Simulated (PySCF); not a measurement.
Input file for PySCF: U-HF/LANL2DZ on CH6InN (SMILES [CH3][InH][NH2]), a point of a bond scan (R = 2.507 Å).

```python
from pyscf import gto, scf, dft, mp
from pyscf.data.elements import chemcore

mol = gto.M(
    atom='''
    In   -0.19752538   -0.13187274   -0.17252637
    H    -1.33035343   -1.07031689   -1.06853503
    C     0.47968627    1.91006392   -0.40323080
    H     1.57144194    2.20836205   -2.64002583
    H     1.19643939    2.15403667    0.37930391
    H    -0.36525754    2.59563687   -0.34110707
    N     0.65166297   -1.12881397    1.37891550
    H     1.33462167   -0.73106337    2.00385292
    H     0.44917276   -2.08497332    1.62300437
    ''',
    basis='lanl2dz',
    ecp={'In': 'lanl2dz'},
    charge=0, spin=0, verbose=3, max_memory=1800)
mf = scf.UHF(mol)
mf.conv_tol = 1e-8
mf.max_cycle = 100
mf.init_guess_breaksym = True
mf.kernel()
if not mf.converged:
    mf = mf.newton().run(mf.mo_coeff, mf.mo_occ)
for _ in range(4):
    mo, _, stable, _ = mf.stability(return_status=True)
    if stable:
        break
    mf.kernel(mf.make_rdm1(mo, mf.mo_occ))
```

Output:

```
converged SCF energy = -97.3605021753315  <S^2> = 2.3868875e-08  2S+1 = 1
<class 'pyscf.scf.uhf.UHF'> wavefunction has an internal instability
converged SCF energy = -97.438449346697  <S^2> = 0.92719817  2S+1 = 2.1699753
<class 'pyscf.scf.uhf.UHF'> wavefunction is stable in the internal stability analysis
```

Self-consistency was reached. Its determinant has ⟨S²⟩ = 0.93, a mixture of spin states.

Cost: around 1.1 core-seconds (rough).
